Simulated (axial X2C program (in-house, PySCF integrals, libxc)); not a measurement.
**Low determinants of AsO⁻ at the PBE0 level, 2c**

All values were computed with an axial X2C code built on PySCF integrals. Two-component (2c) means X2C with spin–orbit coupling and atomic mean-field two-electron Coulomb and Gaunt terms. Basis: As dyall-acv3z [10s10p7d5f1g], O dyall-av3z [7s6p3d2f] (cores contracted in-house); Gaussian nuclei, density fitting, unrestricted open shells. Masses: As 74.922 u, O 15.995 u.

Search at 1.710 Å (vertical energies from the lowest determinant):

```tsv
ΔE (eV)	state	electrons beyond evenly filled partner blocks	electrons in ±ω = 1/2, 3/2, 5/2, 7/2
0.00	Ω = 1	ω = -1/2, ω = 3/2	29 11 2 0
0.57	Ω = 0	none	30 10 2 0
0.67	Ω = 2	ω = 1/2, ω = 3/2	29 11 2 0
0.78	Ω = 0	none	28 12 2 0
2.23	Ω = 1	2 × ω = 1/2	30 10 2 0
2.82	Ω = 3	2 × ω = 3/2	28 12 2 0
3.75	Ω = 3	2 × ω = 3/2	30 10 2 0
```

Lowest determinant, Ω = 1 (⟨Sz⟩ = 1.00, ⟨Lz⟩ = 0.00 at PBE0): Re = 1.678 Å, ωe = 856.7 cm⁻¹.

The determinant in row 2 of the search, Ω = 0 (closed shell), was followed along the bond at PBE0; measured from the minimum of the lowest determinant it gives:

Te = 0.569 eV (4587 cm⁻¹), Re = 1.676 Å, ωe = 857.6 cm⁻¹.

Q: Compare the bond of the determinant in row 2 with that of the lowest one.

A: At PBE0 its Re is 0.002 Å shorter and its force constant, which goes as ωe², is 1.00 times that of the lowest determinant. T0 ≈ Te + Δωe/2 = 4587 + (0) = 4587 cm⁻¹.

The search compares states at one distance, so a state with another bond length can lie lower; it is not exhaustive and yields mostly the lowest determinant of each block pattern, so other components and higher states of one pattern are missing. These are energies of single determinants, not of spin-adapted states; PBE0 term energies can be off by some tenths of an eV, and the functional has no current term. Open-shell Ω = 0 determinants with evenly filled partner blocks cannot be reached by this program, so the Ω shown need not be the lowest component. The lowest determinant need not be the ground state where others lie within half an eV. A closed-shell Ω = 0 row of a π² shell mixes the 0⁺ component of the triplet with ¹Σ⁺ and matches no level; 0⁺ can lie lowest. For an anion, determinants above electron detachment are held by the basis set. The highest occupied level of some functionals is positive through self-interaction error; at Hartree–Fock it is bound. Row 1 has a positive highest level at its minimum. Row 2 has a positive highest level at its minimum.
